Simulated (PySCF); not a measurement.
C₃H₂BrF, SMILES C=C=C(F)Br. The structure is a stationary point at PBE0-D3(BJ)/def2-SVP.

Level of theory: PBE0-D3(BJ)/def2-SVP run with PySCF 2.14.0.

Harmonic wavenumbers (cm⁻¹): 146, 236, 334, 450, 481, 620, 663, 933, 999, 1089, 1318, 1480, 2118, 3135, 3227. Rotational constants (GHz): 5.740, 1.949, 1.470; symmetry number 1.

Work out the zero-point energy and the ideal-gas rigid-rotor harmonic-oscillator thermochemistry at 298.15 K and 1 atm.

ZPE = ½ Σ hcν = ½ × 17229 cm⁻¹ = 103.05 kJ/mol. H − E(el) = 119.38 kJ/mol. Entropy in J/(mol K): translation 170.10, rotation 114.52, vibration 35.12, total 319.75. G − E(el) = 24.05 kJ/mol. Cp = 80.11 J/(mol K). Modes under 150 cm⁻¹ make the vibrational entropy uncertain.
